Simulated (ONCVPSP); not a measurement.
**What one change does to a pseudopotential (hydrogen, ONCV)**

- Element: hydrogen (H)
- Generator: ONCVPSP 4.0.1
- Type: optimised norm-conserving Vanderbilt (ONCV)
- Functional: PBE
- Relativity: scalar-relativistic
- Frozen core: none
- Valence charge: 1
- Reference configuration: 1s1
- Partial waves: 1s: rc 1.25 bohr, ncon 4, nbas 7, qcut 4.9 1/bohr, 1 projector; p scattering state at 0.45 Ha: rc 1.25 bohr, ncon 4, nbas 7, qcut 7.9 1/bohr, 2 projectors, debl 3.4 Ha
- Local potential: polynomial inside 0.95 bohr (lpopt 5, dvloc0 0 Ha)
- Core correction: none

Change: s: rc 1.7.

Cutoffs: the cutoffs (Ha) at which the residual kinetic energy of the hardest occupied pseudo-wave falls to 1 and 0.1 mHa per electron; they do not see the model core or the augmentation charge, which bear on the density cutoff. Errors are all-electron minus pseudo energies relative to the spin-unpolarised reference configuration.

Problem. Predict the effect on cutoff, ghosts and configuration errors.

Solution. The potential gets softer (13 Ha and 61 Ha → 8.8 Ha and 12 Ha); neither file shows a bound ghost. A larger radius leaves more room for a smooth pseudo-wave, so fewer plane waves are needed.

| quantity | base | changed |
| --- | --- | --- |
| cutoff, loose | 13 Ha | 8.8 Ha |
| cutoff, tight | 61 Ha | 12 Ha |
| bound ghosts | none | none |
| GHOST(+) flags under 300 eV | none | none |
| error for 1s0.5, meV [ΔE 4.76 eV] | +3.2 | +8.2 |
| p: phases at 1.27 bohr within 0.05 rad from the reference energy up to (Ha; the scan ends near 5) | to the end of the scan | to the end of the scan |
